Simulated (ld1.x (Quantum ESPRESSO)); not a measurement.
**Building the PAW potential for lutetium (Lu) (LDA (PZ), scalar-relativistic).**

ld1.x (Quantum ESPRESSO) 7.5 was run on this input:

```
&input
   title='Lu', zed=71., rel=1, dft='PZ', iswitch=3,
   config='[Xe] 4f14 5d1 6s2 6p0',
   nld=4, rlderiv=2.90, eminld=-6.0, emaxld=5.0, deld=0.02
 /
 &inputp
   pseudotype=3, lpaw=.true., tm=.true., lloc=-1, rcloc=2.60,
   nlcc=.true., new_core_ps=.true., rcore=0.95,
   which_augfun='PSQ', rmatch_augfun_nc=.true.,
   file_pseudopw='Lu.UPF', file_wfcaegen='ae.wfc', file_wfcncgen='nc.wfc', file_beta='beta', file_chi='chi', file_wfcusgen='us.wfc'
 /
8
5S  1  0   2.00   0.00  1.50  1.65  0.0
6S  2  0   2.00   0.00  1.50  1.65  0.0
5P  2  1   6.00   0.00  2.00  2.65  0.0
6P  3  1   0.00   0.00  2.00  2.65  0.0
5D  3  2   1.00   0.00  2.10  2.25  0.0
5D  3  2   0.00   0.30  2.10  2.25  0.0
4F  4  3  14.00   0.00  1.15  1.30  0.0
4F  4  3   0.00   3.35  1.15  1.30  0.0
 &test
   configts(1)='4f14 5s2 5p6 5d1 6s2 6p0'
 /
```

Command:

```bash
ld1.x < Lu.in > Lu.out
```

Output (shortened: banner, matrices, multipoles, cross overlaps and the repeated all-electron block are left out):

```
Program LD1 v.7.5
     --------------------------- All-electron run ----------------------------

     Lu
     scalar relativistic calculation

     atomic number is 71.00
     dft =PZ   lsd =0 sic =0 latt =0  beta=0.20 tr2=1.0E-14
     Exchange-correlation= PZ
                           (   1   1   0   0   0   0   0)
     mesh =1271 r(mesh) = 100.71756 a.u. xmin = -7.00 dx = 0.01250
     1 Ry =  13.60569312 eV, c = 137.03599908

     n l     nl                  e(Ry)          e(Ha)          e(eV)
     1 0     1S 1( 2.00)     -4644.4885     -2322.2443    -63191.4853
     2 0     2S 1( 2.00)      -790.6852      -395.3426    -10757.8205
     2 1     2P 1( 6.00)      -695.8508      -347.9254     -9467.5328
     3 0     3S 1( 2.00)      -179.1452       -89.5726     -2437.3948
     3 1     3P 1( 6.00)      -150.6916       -75.3458     -2050.2635
     4 0     4S 1( 2.00)       -35.6144       -17.8072      -484.5583
     4 1     4P 1( 6.00)       -26.2734       -13.1367      -357.4673
     3 2     3D 1(10.00)      -116.4757       -58.2379     -1584.7330
     5 0     5S 1( 2.00)        -4.4972        -2.2486       -61.1876
     5 1     5P 1( 6.00)        -2.3358        -1.1679       -31.7797
     4 2     4D 1(10.00)       -14.0903        -7.0452      -191.7084
     4 3     4F 1(14.00)        -0.7208        -0.3604        -9.8068
     5 2     5D 1( 1.00)        -0.1411        -0.0705        -1.9191
     6 0     6S 1( 2.00)        -0.3534        -0.1767        -4.8077
     6 1     6P 1( 0.00)        -0.1029        -0.0514        -1.3995

     final scf error:  5.0E-15 reached in  33 iterations

     Etot =  -29109.052365 Ry,  -14554.526183 Ha, -396048.833585 eV

     Ekin =   31803.628170 Ry,   15901.814085 Ha,  432710.405079 eV
     Encl =  -71753.383831 Ry,  -35876.691915 Ha, -976254.520934 eV
     Eh   =   11423.360600 Ry,    5711.680300 Ha,  155422.738763 eV
     Exc  =    -582.657305 Ry,    -291.328653 Ha,   -7927.456492 eV

     normalization and overlap integrals

     s(1S/1S) =  1.000000  <r> =   0.0193  <r2> =    0.0005  r(max) =   0.0121
     s(2S/2S) =  1.000000  <r> =   0.0819  <r2> =    0.0079  r(max) =   0.0698
     s(2P/2P) =  1.000000  <r> =   0.0729  <r2> =    0.0065  r(max) =   0.0564
     s(3S/3S) =  1.000000  <r> =   0.2128  <r2> =    0.0518  r(max) =   0.1969
     s(3P/3P) =  1.000000  <r> =   0.2125  <r2> =    0.0523  r(max) =   0.1944
     s(4S/4S) =  1.000000  <r> =   0.4782  <r2> =    0.2583  r(max) =   0.4437
     s(4P/4P) =  1.000000  <r> =   0.5081  <r2> =    0.2939  r(max) =   0.4664
     s(3D/3D) =  1.000000  <r> =   0.1925  <r2> =    0.0435  r(max) =   0.1572
     s(5S/5S) =  1.000000  <r> =   1.1707  <r2> =    1.5449  r(max) =   1.0380
     s(5P/5P) =  1.000000  <r> =   1.3959  <r2> =    2.2236  r(max) =   1.1910
     s(4D/4D) =  1.000000  <r> =   0.5478  <r2> =    0.3485  r(max) =   0.4782
     s(4F/4F) =  1.000000  <r> =   0.7246  <r2> =    0.7014  r(max) =   0.4664
     s(5D/5D) =  1.000000  <r> =   2.8781  <r2> =   10.5858  r(max) =   1.8447
     s(6S/6S) =  1.000000  <r> =   3.6091  <r2> =   14.8717  r(max) =   3.0036
     s(6P/6P) =  1.000000  <r> =   5.2943  <r2> =   32.5320  r(max) =   4.3160

     ------------------------ End of All-electron run ------------------------

     --------------------- Generating PAW atomic setup --------------------

      Generating local potential from pseudized AE potential:
      Matching radius rcloc =   2.6000

      Local pseudo, rcloc= 2.618 Estimated cut-off energy=     3.59 Ry

      Computing core charge for nlcc:

       r > 0.95 : true rho core
      Core charge pseudized with two Bessel functions
      Integrated core pseudo-charge :  14.30
      Wfc-us  5S rcutus= 1.669  Estimated cut-off energy=    19.11 Ry
      Wfc-us  6S rcutus= 1.669  Estimated cut-off energy=    36.70 Ry
      Wfc-us  5P rcutus= 2.618  Estimated cut-off energy=    12.78 Ry
      Wfc-us  6P rcutus= 2.618  Estimated cut-off energy=    24.03 Ry
      Wfc-us  5D rcutus= 2.253  Estimated cut-off energy=    22.14 Ry
      Wfc-us  5D rcutus= 2.253  Estimated cut-off energy=    23.44 Ry
      Wfc-us  4F rcutus= 1.300  Estimated cut-off energy=    94.76 Ry
      Wfc-us  4F rcutus= 1.300  Estimated cut-off energy=    81.86 Ry

     Required augmentation: PSQ   radius:    2.650000

     Q pseudized with Bessel functions
     Expected ecutrho=     459.7187 due to l1=  2   l2=  3

     Estimated PAW energy =-1062.364381 Ryd

     ------------------- End of pseudopotential generation -------------------

     Computing logarithmic derivative in   2.91127
     Computing logarithmic derivative in   2.91127
     Computing the partial wave expansion
     R is outside the sphere for l=    0 j= 0.00
     R is outside the sphere for l=    0 j= 0.00
     R is outside the sphere for l=    1 j= 0.00
     R is outside the sphere for l=    1 j= 0.00
     R is outside the sphere for l=    2 j= 0.00
     R is outside the sphere for l=    2 j= 0.00
     R is outside the sphere for l=    3 j= 0.00
     R is outside the sphere for l=    3 j= 0.00

     ---------------------- Testing the pseudopotential ----------------------

     Lu
     scalar relativistic calculation

     atomic number is 71.00   valence charge is 25.00
     dft = SLA  PZ   NOGX NOGC   lsd =0 sic =0 latt =0  beta=0.20 tr2=1.0E-14
     mesh =1271 r(mesh) = 100.71756 xmin = -7.00 dx = 0.01250

     n l     nl             e AE (Ry)        e PS (Ry)    De AE-PS (Ry)
     4 3     4F   1(14.00)       -0.72079       -0.72075       -0.00004
     1 0     5S   1( 2.00)       -4.49721       -4.49718       -0.00003
     2 1     5P   1( 6.00)       -2.33576       -2.33574       -0.00002
     3 2     5D   1( 1.00)       -0.14105       -0.14104       -0.00001
     2 0     6S   1( 2.00)       -0.35336       -0.35336       -0.00000
     3 1     6P   1( 0.00)       -0.10286       -0.10286        0.00000

     eps = 7.7E-16  iter =  6

     Etot =  -29109.052365 Ry,  -14554.526183 Ha, -396048.833585 eV
     Etotps = -1062.364382 Ry,    -531.182191 Ha,  -14454.203765 eV

     Ekin =     986.476502 Ry,     493.238251 Ha,   13421.696555 eV
     Encl =   -1995.739121 Ry,    -997.869560 Ha,  -27153.414029 eV
     Ehrt =     529.555618 Ry,     264.777809 Ha,    7204.971232 eV
     Ecxc =    -582.657381 Ry,    -291.328691 Ha,   -7927.457523 eV
     (Ecc =     -42.510184 Ry,     -21.255092 Ha,    -578.380521 eV)

     ---------------------- End of pseudopotential test ----------------------
```

Generation and configuration tests took about 2.8 s on one core of a shared server CPU.
